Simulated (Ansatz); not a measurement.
Saddle point of CH$_{6}$FGe, doublet (CH₃F ([CH3][F]) + GeH₃ → GeH₃F ([F][GeH3]) + CH₃; bonds formed: F1–Ge3; bonds broken: F1–C2), PBE0-D4/def2-TZVP structure:

```json
{"atom": "F1", "x (Å)": "-0.0874", "y (Å)": "0.1065", "z (Å)": "-0.2128"}
{"atom": "C2", "x (Å)": "-0.6720", "y (Å)": "0.8261", "z (Å)": "-1.6376"}
{"atom": "Ge3", "x (Å)": "0.6310", "y (Å)": "-0.7757", "z (Å)": "1.5375"}
{"atom": "H4", "x (Å)": "-0.4468", "y (Å)": "1.8710", "z (Å)": "-1.4724"}
{"atom": "H5", "x (Å)": "-0.0821", "y (Å)": "0.3329", "z (Å)": "-2.3985"}
{"atom": "H6", "x (Å)": "-1.7206", "y (Å)": "0.5614", "z (Å)": "-1.6116"}
{"atom": "H7", "x (Å)": "2.1484", "y (Å)": "-0.9672", "z (Å)": "1.3793"}
{"atom": "H8", "x (Å)": "0.3116", "y (Å)": "0.1720", "z (Å)": "2.7055"}
{"atom": "H9", "x (Å)": "-0.0823", "y (Å)": "-2.1270", "z (Å)": "1.7105"}
```

Energies are electronic, without zero-point energy. Barriers and step energies count from the start structure reached by relaxing down the imaginary mode; all methods use the PBE0-D4 structures, on which another method's saddle can fall below an end. Program: Ansatz 0.2.0. Basis: def2-TZVPP, with def2-QZVPP for the basis limit. Cores are frozen in the correlated methods; orbitals are unrestricted. Filled d shells of the heavier atoms are correlated. The def2 sets are not built for correlating such inner shells, so the correlated values are less sure here. B3LYP uses VWN-RPA correlation. Extrapolation: Hartree–Fock as exp(−7.88 √X), correlation as X^−2.97.

```
      method  barrier (kJ/mol)  step energy (kJ/mol)
       SPW92              55.7                 -35.8
      PBE-D4              66.1                 -51.3
     BLYP-D4              59.4                 -59.4
   r2SCAN-D4              81.3                 -72.1
      B97M-V              80.9                 -73.6
     PBE0-D4                 ?                 -57.1
    B3LYP-D4              85.6                 -62.7
  r2SCAN0-D4             106.8                 -71.9
    BHLYP-D4             119.7                 -72.7
CAM-B3LYP-D4             103.8                 -65.1
     wB97X-V             114.5                 -65.7
     wB97M-V             109.6                 -59.6
      B2PLYP             101.4                 -65.9
    PBE-QIDH                 ?                 -65.3
  RPA on PBE             109.9                 -61.3
          HF                 ?                 -86.8
         MP2             126.9                 -70.6
        CCSD             132.7                 -70.2
     CCSD(T)             120.8                 -68.5
```

Fill in the withheld barriers. (An estimate is asked for; the value comes from the calculation.)

Computed: HF 190.9; PBE-QIDH 124.5; PBE0-D4 98.8 kJ/mol. Each is the energy of the saddle less that of the start structure, by the same method.

For comparison, the barrier by CCSD(T) at an estimated basis limit (MP2 extrapolated from triple and quadruple zeta, plus CCSD(T) − MP2 in triple zeta) is 112.0 kJ/mol.

T1 diagnostic: at most 0.017. ⟨S²⟩ of the unrestricted Hartree–Fock references: 0.75 to 0.82 (a pure state has 0.75). The unrestricted reference is spin-contaminated, which hurts MP2 most. The start structure is not quite a true minimum (one mode of 74i cm⁻¹).

Radical steps of this kind take place in plasma deposition and etching.

Labels in which every atom is bracketed show which atoms are joined, not bond orders.

For scale, one of the runs: CCSD(T)/def2-TZVPP, 194 basis functions, launched by `ansatz run in.yaml --threads 8 --pin off --events-out ev --progress --plain --max-ram 19148MiB`. Time: 2.2 min of wall clock on 8 CPU threads of an Arm Neoverse V1; the host was shared. Peak host memory: 6.2 GiB.
